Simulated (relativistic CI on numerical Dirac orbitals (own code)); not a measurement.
Hf LVII: sensitivity of the levels to the model

Base calculation: Dirac-Coulomb-Breit CI, separate exchange-only KLI orbitals for each configuration, model QED (radiative potential, 1s self-energy scaled to tabulated hydrogen-like ionisation energies), unscaled Slater integrals.

Configuration list (outside the closed core [Ne]): 3s2.3p4, 3s.3p5, 3s2.3p3.3d, 3p6, 3s.3p4.3d, 3p5.3d, 3s.3p3.3d2, 3s2.3p2.3d.4p, 3p5.4s, 3s.3p3.3d.4s, 3s2.3p3.4s, 3p5.4p, 3s2.3p2.3d2, 3s2.3p.3d3, 3s.3p2.3d3, 3s2.3p.3d2.4s, 3p4.3d2, 3p3.3d3, 3p3.3d2.4s, 3s2.3p2.3d.4s, 3s.3p2.3d2.4s, 3s2.3p.3d.4s2. Double excitations out of closed p, d and f shells are left out; levels of such configurations are missing from the list, as are those of other unlisted configurations, and high levels can miss mixing partners.

The lowest level and the first level of each name with at least 55 % of one term (blank where a level has no safe partner in the second run):

```csv
Level,Base (eV),Shift (eV)
3s2.3p4 3P_2,0.000,0.000
3s2.3p4 1S_0,19.246,
3s2.3p3.3d 3P°_0,235.043,
3s2.3p4 3P_1,303.879,-303.879
3s2.3p4 1D_2,313.382,-299.015
3s.3p5 3P°_2,480.268,-338.382
3s2.3p2.3d2 3P_0,487.297,
3s2.3p3.3d 3G°_5,607.669,-383.631
3s2.3p4 3P_0,624.382,
3s.3p4.3d 3P_0,729.320,
3s.3p4.3d 5F_5,763.393,-420.761
```

At this charge energies of transitions that change n are usually good to better than 1 %, and those within a shell (Δn = 0) to a few per cent.

One thing was changed in a second run, which moved the levels as shown. Which?
A. Breit term removed
B. configuration mixing switched off
C. non-relativistic limit
D. only the first 3 configurations
E. QED terms removed

C. Non-relativistic limit. Without relativity the fine structure collapses and s electrons lose their extra binding.

LS names give the leading component of a level, which can be under half, so a name can repeat, a term be missing and a line seem to break the LS rules.
